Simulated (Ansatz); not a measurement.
Consider the cleavage of the Si–Zn bond: `N[CH2][Zn][SiH3]` + `[NH2][GaH][SiH3]` → `[SiH3][NH][GaH][SiH3]` + `N[CH2][ZnH]`.

Computed with Ansatz on PBE0-D4/def2-TZVP structures; ΔE is electronic, products minus reactants. CCSD(T)/CBS is the MP2 limit (def2-TZVPP, def2-QZVPP) plus CCSD(T) − MP2 in def2-TZVPP, frozen cores. Functionals use def2-TZVPP. B3LYP here is the variant with VWN-RPA as its local correlation; programs differ in this. For Ga, Zn outer-core shells are correlated without core-valence functions, which leaves a few kJ/mol of doubt a bond. Scalar relativity is left out up to krypton. One conformer a species, not always the lowest.

(1) Is it downhill or uphill in electronic energy at CCSD(T)/CBS, and by how much? (Best estimate.)

(2) What do these levels give: r2SCAN-D4, PBE0-D4, B3LYP-D4, ωB97M-V, B2PLYP, r2SCAN, PBE0, B3LYP, CCSD(T)/def2-TZVPP, HF/def2-QZVPP, MP2/def2-QZVPP, SCS-MP2/def2-QZVPP? (Estimate.)

Largest T1 diagnostic among the species: 0.015.

## Answers

(1) The calculation gave: Downhill: ΔE = -35.9 kJ/mol.

(2) Computed: r2SCAN-D4 -27.6, PBE0-D4 -24.1, B3LYP-D4 -33.8, ωB97M-V -37.5, B2PLYP -35.8, r2SCAN -26.6, PBE0 -20.5, B3LYP -26.8, CCSD(T)/def2-TZVPP -40.9, HF/def2-QZVPP -53.6, MP2/def2-QZVPP -45.3, SCS-MP2/def2-QZVPP -47.4 kJ/mol.

From PBE to PBE0 (25 % exact exchange), in def2-TZVPP and without D4, ΔE moves by −10.2 kJ/mol. The D4 term adds −6.9 kJ/mol with B3LYP and −3.7 kJ/mol with PBE0; it sums over pairs of atoms, weighted by their polarisabilities, and B3LYP, whose exchange is more repulsive, gets the larger term. In def2-TZVPP, CCSD(T) changes the Hartree–Fock value by +11.4 kJ/mol (the triples alone add +1.7 kJ/mol) and MP2 by +4.6 kJ/mol.
